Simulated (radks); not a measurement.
Ionisation of the sulfur ion S+, [Ne] 3s2 3p3, to [Ne] 3s2 3p2 as the strength of local exchange is varied. Calculated with a radial shooting solver on a logarithmic mesh with Libxc functionals: scalar-relativistic Kohn-Sham, Slater X-alpha exchange (alpha = 2/3 is LDA exchange), no correlation, spin-polarised, spherical densities, finite nucleus; open shells are filled with parallel spins first; Fermi nuclear charge, rms radius 3.2611 fm.

alpha  E(S+) (hartree)  exchange (hartree)  IE (eV)  -e of the level emptied (eV)  <r> of it (bohr)
0.667       -396.32683           -22.80779   22.335                   16.943 (3p)             1.889
0.733       -398.58949           -25.18248   23.376                   17.930 (3p)             1.859
0.747       -399.07081           -25.68892   23.600                   18.143 (3p)             1.853
0.748       -399.10521           -25.72513   23.616                   18.158 (3p)             1.853
0.835       -402.10720           -28.89400   25.029                   19.505 (3p)             1.816
0.903       -404.46641           -31.39635   26.161                   20.588 (3p)             1.788
0.975       -406.97665           -34.07028   27.385                   21.764 (3p)             1.760

NIST Atomic Spectra Database: 23.338 eV (measured). The Delta-SCF value meets it near alpha = 0.73. Open shells are spherical and high-spin; term and fine-structure splittings are not resolved.
